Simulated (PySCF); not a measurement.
A structure optimised at PBE-D3(BJ)/def2-SVP, used in a PySCF frequency run:

```
B
O 1 1.3811
O 1 1.3813 2 112.90
C 3 1.4322 1 108.23 2 3.17
H 4 1.1103 3 109.60 1 -127.97
H 4 1.1119 5 107.78 3 118.74
C 2 1.4324 1 108.25 3 2.06
H 7 1.1103 2 109.62 1 -127.31
H 7 1.1118 8 107.79 2 118.69
C 1 1.5675 2 123.64 7 -178.93
H 10 1.1070 1 111.95 2 24.94
H 10 1.1077 11 109.30 1 -124.08
H 10 1.1112 11 107.30 12 -115.48
```

Problem. Write its SMILES and formula.

Solution. CB1OCCO1, C3H7BO2

Problem. What are its rotational constants (standard atomic weights)?

Solution. 7.3041, 3.1827, 2.3171 GHz
